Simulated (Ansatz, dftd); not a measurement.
Species: H₄SiNO, charge 0, doublet. H4SiNO (SMILES N[SiH2][O], doublet).
B3LYP-D3(BJ)/def2-TZVP minimum from Ansatz (a quantum-chemistry and plane-wave program):
```
Si
O 1 1.6587
N 1 1.7035 2 120.51
H 3 1.0073 1 121.36 2 -89.66
H 3 1.0077 4 111.70 1 -156.92
H 1 1.4801 2 107.64 3 -122.43
H 1 1.4879 6 114.18 2 107.92
```
Charge 0, spin multiplicity 2.

Property: atomisation energy (electronic, to ground-state atoms), in kJ/mol. Open shells are spin-unrestricted; no spin-orbit coupling. Correlated methods leave the cores frozen. No relativity. Double hybrids freeze cores in their MP2 part. Where a partner has so few electrons that a lower coupled-cluster level is exact, that level stands in.

```
level                            program  atomisation energy (kJ/mol)
------------------------  --------------  ---------------------------
r2SCAN-D3(BJ)/def2-TZVPD  Ansatz + dftd3                       2250.0
B3LYP-D3(BJ)/def2-TZVPD   Ansatz + dftd3                       2263.8
PBE0-D4/def2-TZVPD        Ansatz + dftd4                       2223.9
wB97M-V/def2-TZVPD                Ansatz                       2258.4
B2GP-PLYP/def2-TZVPD              Ansatz                       2205.1
CCSD/cc-pV(T+d)Z                  Ansatz                       2139.1
CCSD(T)/cc-pV(T+d)Z               Ansatz                       2168.3
CCSDT(Q)/cc-pV(D+d)Z              Ansatz                       1995.2
```
